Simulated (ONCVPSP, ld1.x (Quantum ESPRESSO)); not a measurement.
## Potentials for Fe compared

Generated with ld1.x 7.5 (TM, RRKJ, ultrasoft, PAW), atompaw 4.2 or ONCVPSP 4.0.1. The cutoff is in Ry: for ld1.x and atompaw files where the sum of valence levels is converged to 10 mRy in a Bessel basis, for ONCV files where the hardest occupied wave has 1 mHa per electron of residual kinetic energy. The error is the largest all-electron minus pseudo excitation energy over each file’s own four to seven test configurations (ionisations up to +4, promotions, holes and added fractions of an electron), all of which were solved. The labels leave out finer settings (local radius, basis sizes, second energies), which also bear on the numbers. Spin-polarised tests are not counted. The rows are a selection from randomly drawn settings: files with unsolved tests, undetermined cutoffs or missed reference levels are left out.

| potential | cutoff (Ry) | largest error (meV) | bound ghosts |
| --- | --- | --- | --- |
| ONCV, PBE, scalar-relativistic, rc 1.10/1.25/1.90 (spd), local smoothed, core correction yes, reference 3s2 3p6 3d6 4s1, qcut 9.1/10.6/9.7, projectors 2/1/2 | 74 | +789 | none |
| ONCV, PBE, fully relativistic, rc 1.55/1.60/0.85 (spd), local smoothed, core correction yes, reference 3s2 3p6 3d6 4s1 4p1, qcut 8.9/9.8/13.1, projectors 2/2/2 | 243 | +9.1 | none |
| ONCV, PBE, scalar-relativistic, rc 1.50/1.05/0.95 (spd), local d, core correction no, reference 3s2 3p6 3d6 4s1.5, qcut 9.8/12.3/13.5, projectors 2/2/0 | 156 | -1.7 | none |

Q: Fill in the row for Fe: TM, PBEsol, scalar-relativistic, rc 2.15/2.85/0.95 (spd), local smoothed, core correction no, reference 3d6 4s0 4p0.

A: cutoff 200 Ry, largest error -311 meV, bound ghosts: none.

Q: Fill in the row for Fe: ONCV, LDA (Perdew-Zunger), fully relativistic, rc 1.65/1.30/1.10 (spd), local smoothed, core correction yes, reference 3s2 3p6 3d6 4s1.5, qcut 6.5/8.3/13.9, projectors 2/3/1.

A: cutoff 149 Ry, largest error +1.3 meV, bound ghosts: none.
